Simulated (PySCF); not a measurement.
Coordinates in bohr (charge 0 multiplicity 3):
```
Os    0.0000    0.0000   -0.0087
H     2.3664   -0.0001    1.8159
H    -2.3664   -0.0001    1.8159
H     0.0000    2.9902   -0.9855
H     0.0000   -2.9901   -0.9858
```

Computed with UPBE0/[Os def2-TZVP with ECP60, H def2-TZVP], scalar-relativistic core potentials, density fitting, no spin–orbit coupling, PySCF.

This geometry of OsH4 is a stationary point at this level.

What is the point group?

C2v.

Is it a minimum?

No: it has 1 imaginary mode, at 552i cm⁻¹ (b1).

What are the dipole moment and the gap between the highest occupied and lowest empty levels of either spin?

0.54 D and 2.23 eV.

Give the atomic charges and bond orders.


| atom | Mulliken | Löwdin | polar tensor | spin (Mulliken) | Mayer order to Os1 |
| --- | --- | --- | --- | --- | --- |
| Os1 | 0.26 | 0.22 | 0.65 | 1.82 | – |
| H2,3 | 0.01 | 0.00 | -0.10 | -0.06 | 1.00 |
| H4,5 | -0.14 | -0.12 | -0.23 | 0.15 | 0.92 |

This need not be the most stable arrangement of these atoms. Open d and f shells are described by one determinant, and the ground state may have another occupation or spin. At this level a singlet minimum of Td symmetry lies 129 kJ/mol below this structure. With an element this heavy the missing spin–orbit coupling can shift these numbers.
